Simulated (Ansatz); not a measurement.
Mulliken charges of BrH₃O₃Ti (`[OH][Ti]([OH])([OH])[Br]`) from ωB97M-V/def2-TZVPP in Ansatz (PBE0-D4/def2-TZVP geometry).

| atom | x (Å) | y (Å) | z (Å) | charge (e) |
| --- | --- | --- | --- | --- |
| O1 | -0.830 | 1.066 | 1.036 | -0.429 |
| Ti2 | 0.124 | 0.131 | -0.136 | 0.934 |
| O3 | 1.798 | -0.004 | 0.469 | -0.417 |
| O4 | -0.548 | -1.497 | -0.384 | -0.426 |
| Br5 | 0.067 | 1.277 | -2.221 | -0.217 |
| H6 | -1.588 | 1.649 | 0.981 | 0.187 |
| H7 | 2.427 | -0.720 | 0.366 | 0.184 |
| H8 | -1.358 | -1.959 | -0.167 | 0.184 |

**Question.** By hand: the dipole of these point charges (1 e Å = 4.8032 D).

**Answer.** Σ q r = (-0.159, -0.157, 0.099) e Å, of length 0.244 e Å = 1.17 D.

**Question.** How does the dipole of the full density compare? (Estimate.)

**Answer.** Computed: (-0.318, -0.382, 0.329) e Å, 2.86 D; the point charges give 0.41 times that, at 11° from its direction.

Point charges leave out the atoms' own dipoles, such as those of lone pairs, and Mulliken's split depends on the basis, so the two needn't agree.
